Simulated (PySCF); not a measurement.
# Vibration and rotation of CaSn

ROHF constants of CaSn, ³Σ⁻ (triplet), unpaired electrons π ↑↑ (Ca x2c-SVPall, Sn x2c-SVPall; spin-free X2C with a Gaussian nucleus (PySCF 2.14); masses 39.9626 and 119.9022 u):

* ωe: 107.7 cm⁻¹
* ωexe: 1.25 cm⁻¹
* Be: 0.052339 cm⁻¹
* αe: 0.000598 cm⁻¹
* De to Ca + Sn: 0.305 eV

Q: What force constant and bond length do these constants imply?

A: Reduced mass μred = 29.973 u; k = 5.8918×10⁻⁷·μred·ωe² (u, cm⁻¹, mdyn/Å) = 0.205 mdyn/Å; Re = √(16.8576/(μred·Be)) (u, cm⁻¹, Å) = 3.278 Å.

Q: Estimate the centrifugal constant D from the Kratzer relation and find the Dunham coefficient a1.

A: D = 4Be³/ωe² = 4.94e-08 cm⁻¹; a1 = −1 − αeωe/(6Be²) = -4.92.

These are scalar-relativistic numbers at best; spin–orbit coupling would shift them, the dissociation energy most. UHF is strongly spin-contaminated for CaSn, so the ROHF reference used there is far from stable. Hartree–Fock leaves out correlation, which carries a large part of most bond energies and some tenths to 1 eV of ionisation energies. The state is the lowest determinant that a PBE0 search found; another state may lie lower at other levels.
